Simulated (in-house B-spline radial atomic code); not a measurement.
Removing one electron from K7+

Closed shell [Ne] 3s2. Computed with a B-spline radial code for spherical atoms: Koopmans values of Dirac-Hartree-Fock plus a diagonal self-energy, in second order or with its direct term screened (direct RPA, with the hole-particle interaction, or full time-dependent Hartree-Fock), linearised in energy; no-pair Dirac-Coulomb Hamiltonian, finite nucleus. Shifts add to the Koopmans value (the ΔSCF shift is orbital relaxation alone); the final value takes TDHF screening with Breit and QED.

Command:
```bash
python run_mb.py task.json out
```
Settings (nuclear radius in fm, box in bohr, cutoff in hartree):
```
basis_form          2
Z                   19
core_configuration  [Ne] 3s2
rms_radius          3.4349
mass_number         39
speed_of_light      137.036
box_radius          8.943
lmax                7
intervals           62
virtual_cutoff      1444.0
```

Cost of the run: 2.4 s on 1 thread of AMD EPYC 9R45, with other jobs on the host.

Energies in eV:

| subshell | Koopmans | ΔSCF shift | second order | direct RPA | hole-particle | TDHF | Breit + QED | final |
| --- | --- | --- | --- | --- | --- | --- | --- | --- |
| 3s1/2 | 152.91 | -0.181 | ? | ? | ? | ? | ? | ? |

Question: What does the self-energy do to 3s1/2?

Answer: It shifts the removal energy by 1.684 eV in second order, 0.943 with direct RPA, 1.155 with the hole-particle term and 1.512 with TDHF screening (quasi-particle weight 0.978); Breit and QED add -0.043 eV. The final value is 154.38 eV, against 154.87 ± 0.05 eV (NIST, semi-empirical). The mixing of s² with p² in the ground state is caught to low order only, which falls short in light ions.
